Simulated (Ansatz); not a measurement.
Reaction (cleavage of the Si–Si bond): `N[Si](F)(F)[SiH3]` + H–F → `F[SiH3]` + `N[SiH](F)F`

Program: Ansatz. Geometries: PBE0-D4/def2-TZVP. ΔE: electronic, gas phase. CCSD(T)/CBS adds triple-zeta CCSD(T) − MP2 to the extrapolated MP2 energy (def2 sets, frozen cores). This one scheme is used for every species. Functionals use def2-TZVPP. HSE06 is defined as in plane-wave codes. One conformer a species, not always the lowest.

CCSD(T)/CBS gives -137.5 kJ/mol.

Q: Another level gave -146.3 kJ/mol. Which?
A. revPBE-D4/def2-TZVPP
B. HSE06-D4/def2-TZVPP
C. PBE0/def2-TZVPP
D. MP2/def2-TZVPP

A: D. MP2/def2-TZVPP -146.3, revPBE-D4 -108.8, HSE06-D4 -118.8, PBE0 -124.6 kJ/mol.

Largest T1 diagnostic among the species: 0.012.

The D4 term adds +10.1 kJ/mol with B3LYP and +5.7 kJ/mol with PBE0; it sums over pairs of atoms, weighted by their polarisabilities, and B3LYP, whose exchange is more repulsive, gets the larger term. From PBE to PBE0 (25 % exact exchange), in def2-TZVPP and without D4, ΔE moves by −7.0 kJ/mol.

B3LYP here is the variant with VWN-RPA as its local correlation; programs differ in this.
